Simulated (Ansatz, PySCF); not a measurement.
Gas-phase reaction in SMILES: O[Si](O)(O)O + 4 [H][H] (H2) → 4 O (H2O) + [SiH4] (SiH4)
Structures are relaxed separately at B3LYP-D3(BJ)/def2-TZVP in Ansatz (a quantum-chemistry and plane-wave program), one conformer each, not searched for the lowest. Frequencies are from Ansatz or PySCF.
Geometry of the first species:
```xyz
9

Si     0.0000     0.0000     0.0000
O      1.0070    -0.0221    -1.2898
O     -1.4696     0.1493    -0.7044
O      0.1298    -1.3336     0.9396
O      0.3327     1.2064     1.0545
H      1.9177    -0.2768    -1.1241
H     -2.2079     0.3566    -0.1267
H     -0.1937    -2.1579     0.5689
H      0.4839     2.0782     0.6818
```
Charge 0, spin multiplicity 1.

Quantity: energy of full hydrogenation (enthalpy at 298 K, with B3LYP-D3(BJ) rigid-rotor harmonic-oscillator terms), in kcal/mol. Cores are frozen in the correlated levels unless marked. No spin-orbit coupling. Non-relativistic. Basis-set limits of correlation are two-point, X^-3; Hartree-Fock from the larger set. [CCSD(T)-MP2]/basis is that difference in the basis named.

RI-MP2/CBS(aug-cc-pV(T+d)Z,aug-cc-pV(Q+d)Z)+[CCSD(T)-MP2]/aug-cc-pV(T+d)Z (Ansatz) gives 94.2 kcal/mol.

Another calculation gave 92.8 kcal/mol. Which level was it?
A. revPBE/def2-TZVPD (Ansatz)
B. wB97X/def2-TZVPD (Ansatz)
C. HSE06/def2-TZVPD (Ansatz)
D. PBE-QIDH/def2-TZVPD (Ansatz)

D, PBE-QIDH/def2-TZVPD (Ansatz). The others give 87.1 (wB97X), 78.7 (revPBE), 84.4 (HSE06) kcal/mol.
